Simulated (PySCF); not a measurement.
Coordinates in bohr (charge 0 multiplicity 4):
```
W     0.0000    0.0000    0.2388
O     0.0000    0.0000   -2.9882
H     0.0000    0.0000    3.8437
```

Level of theory: UPBE0 in PySCF with W def2-TZVP with ECP60, O def2-TZVP, H def2-TZVP; scalar-relativistic core potentials, no spin–orbit coupling; density-fitted integrals.

This geometry of HWO is a stationary point at this level.

(1) What is the point group?

(2) Is it a minimum?

(3) List the harmonic modes with their infrared intensities.

(4) What are the dipole moment and the gap between the highest occupied and lowest empty levels of either spin?

Answers

(1) C∞v.

(2) No: it has 2 imaginary modes (one degenerate set), at 580i cm⁻¹ (π).

(3) 
```
symmetry  ω (cm⁻¹)  IR (km/mol, summed over degenerate members)     type
       π      580i                                            –     bend
      σ+       973                                          181  stretch
      σ+      1634                                          212  stretch
```

(4) 0.32 D and 3.88 eV.

This need not be the most stable arrangement of these atoms. With open d or f shells other occupations or spin states may lie lower. At this level a quartet minimum of Cs symmetry lies 73 kJ/mol below this structure. No spin–orbit coupling is included, which matters more the heavier the element.
